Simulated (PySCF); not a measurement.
H$_{3}$GaOS$_{2}$, singlet, at a GFN2-xTB geometry (such geometries of metal compounds can be far from the true shape), with bond 3-2 at 1.8 times its length.

Here is a job for PySCF.
```python
from pyscf import gto, scf, mcscf
import numpy

mol = gto.Mole()
mol.atom = '''
    Ga    0.210338   -0.126464    0.001862
    O     1.680121   -1.025212    0.050975
    H     2.810209   -1.808120    1.076684
    S    -0.891834    0.331867    1.909305
    H     0.002882   -0.328159    2.634192
    S    -0.406374    0.470261   -2.043042
    H    -1.500965    1.076350   -1.580734
'''
mol.basis = '6-31g'
mol.charge = 0
mol.spin = 0
mol.verbose = 4
mol.build()

mf = scf.RHF(mol)
mf.kernel()
mc = mcscf.CASSCF(mf, 5, 6)
mc.fix_spin_(ss=0.0)
mc.kernel()
occ = numpy.linalg.eigvalsh(mc.fcisolver.make_rdm1(mc.ci, mc.ncas, mc.nelecas))[::-1]
ss = mc.fcisolver.spin_square(mc.ci, mc.ncas, mc.nelecas)[0]
print('natural occupations', occ.round(4), ' <S^2>', round(ss, 4))
```

Question: What does this run give for the SCF-reference HOMO-LUMO gap, number of basis functions, SCF-reference Mulliken (on the basis functions themselves) charges in atom order, nuclear repulsion energy, SCF-reference HOMO energy?

Answer: 
| Quantity | Result |
|---|---|
| SCF-reference HOMO-LUMO gap | 10.18 eV |
| number of basis functions | 68 |
| SCF-reference Mulliken (on the basis functions themselves) charges in atom order | Ga1 0.99, O2 -0.84, H3 0.35, S4 -0.33, H5 0.05, S6 -0.26, H7 0.04 |
| nuclear repulsion energy | 428.3273 Eh |
| SCF-reference HOMO energy | -10.59 eV |

Question: Roughly what does it cost on one core?

Answer: very roughly 40 core-seconds.
